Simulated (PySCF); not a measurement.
Isomers of C3H3F. Gas-phase values, no solvent. Strings in code marks are SMILES.

All values below come from PySCF 2.14.0 with PBE-D3(BJ)/def2-TZVP. All candidates: neutral, multiplicity 1. Excitations are Tamm–Dancoff values on a coarser integration grid. The basis has no diffuse functions, so Rydberg states are missing or too high.

```json
{
 "T1 excitation (TDA)": "5.12 eV",
 "HOMO–LUMO gap": "5.76 eV",
 "HOMO": "-6.92 eV"
}
```

Q: Identify which member has these values.
A) `CC#CF`
B) `C#CCF`
C) `C=C=CF`
D) `FC1C=C1`

A: B, `C#CCF`. The others give `FC1C=C1`: 4.75 eV, 5.41 eV, -6.93 eV; `CC#CF`: 5.82 eV, 6.62 eV, -6.31 eV; `C=C=CF`: 4.16 eV, 4.46 eV, -6.24 eV
